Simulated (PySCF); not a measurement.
## What an electron can do to ZnBr

PBE in PySCF with def2-TZVPPD on every atom, for the lowest determinant that a PBE0 search found; no spin–orbit coupling.

| species | state (unpaired electrons) | Re (Å) | ωe (cm⁻¹) | energy of the minimum from the neutral (eV) | De (eV) | dissociates to |
| --- | --- | --- | --- | --- | --- | --- |
| ZnBr | doublet (σ ↑) | 2.324 | 258 | 0.00 | 1.90 | Zn + Br |
| ZnBr⁺ | singlet (closed shell) | 2.205 | 326 | 8.67 | 2.64 | Zn⁺ + Br |
| ZnBr⁻ | singlet (closed shell) | 2.736 | 118 | -2.17 | 0.57 | Zn + Br⁻ |

Work out the lowest energy to break ZnBr into atoms, from its vibrational ground state.

D0 = De − ωe/2 = 1.90 − 0.02 = 1.88 eV (PBE/def2-TZVPPD).

Work out the ionisation energy of the Zn atom at this level and the threshold of dissociative ionisation.

IE(Zn) = 8.67 + 2.64 − 1.90 = 9.41 eV, so Zn⁺ + Br + e⁻ appears at D0 + IE(Zn) = 11.29 eV (PBE/def2-TZVPPD). The measured IE(Zn) is 9.394 eV (NIST ASD).

Work out the electron affinity of the Br atom and the threshold of dissociative attachment.

EA(Br) = 1.90 − 0.57 − (-2.17) = 3.50 eV, so Zn + Br⁻ needs D0 − EA(Br) = -1.62 eV (negative: it is exothermic at zero electron energy) (PBE/def2-TZVPPD). The measured EA(Br) is 3.364 eV.

At which energy does ion-pair formation open?

Zn⁺ + Br⁻ lies at D0 + IE(Zn) − EA(Br) = 7.79 eV (PBE/def2-TZVPPD).

These are thermodynamic thresholds; the onsets seen under electron impact lie higher where the geometry changes, and cross-sections peak well above them.

Spin–orbit coupling is left out. For an ion De counts to the pair picked by the measured ionisation energies or electron affinities, which need not be the lowest pair at this level. The highest Kohn–Sham level is positive in this anion. Much of that is self-interaction error, but it also means that the finite basis helps to hold the extra electron. States were picked by a PBE0 search and need not be the measured ground states.
